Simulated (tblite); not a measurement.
H$_{3}$AlCl$_{2}$N (SMILES [NH3]->[Al+]([Cl])[Cl]), charge +1, singlet, geometry from GFN2-xTB (such geometries of metal compounds can be far from the true shape); GFN1-xTB run with tblite.

The tblite input:
```
$ tblite run mol.xyz --method gfn1 --charge 1 --spin 0 --guess eeq --json tblite.json --no-restart

# file mol.xyz
7

Al    -0.00023242     0.07547241     0.02415049
Cl     1.37131826     0.92617061    -1.14370739
Cl    -1.40055034     0.20978969     1.43428378
N      0.04797424    -1.91658311    -0.49172590
H     -0.47211617    -2.08812190    -1.35926621
H     -0.36355665    -2.53377754     0.21514531
H      0.99982017    -2.25448524    -0.66755296
```

Output, abridged:

```
xTB calculator
 | screened Coulomb repulsion
 | Coulomb electrostatics
 |  * isotropic Klopman-Ohno-Mataga-Nishimoto electrostatics
 |  * onsite third-order electrostatics
 | DFT-D3(BJ) dispersion correction

halogen bonding energy    0.0000000000000E+00 Eh
repulsion energy          8.5326860038560E-02 Eh
dispersion energy        -2.5163780276595E-03 Eh
number of electrons       2.4000000000000E+01 e
integral cutoff           4.0000000000000E+01 bohr

------------------------------------------------------------
  cycle        total energy    energy error   density error
------------------------------------------------------------
      1     -14.32430529830  -1.4407116E+01   3.1749462E-01
      2     -14.34138584008  -1.7080542E-02   2.0029909E-01
      3     -14.34155359335  -1.6775327E-04   6.4116690E-02
      4     -14.34251087176  -9.5727841E-04   8.0413911E-03
      5     -14.34253195820  -2.1086435E-05   1.1801322E-03
      6     -14.34253283442  -8.7621739E-07   1.4278631E-04
      7     -14.34253286204  -2.7625157E-08   3.9845370E-05
      8     -14.34253286331  -1.2652919E-09   3.4038984E-06
------------------------------------------------------------

electronic energy        -1.4425343345318E+01 Eh
total energy             -1.4342532863307E+01 Eh

Post processing:
 | Mayer-Wiberg bond orders

[Info] JSON dump of results written to 'tblite.json'
```
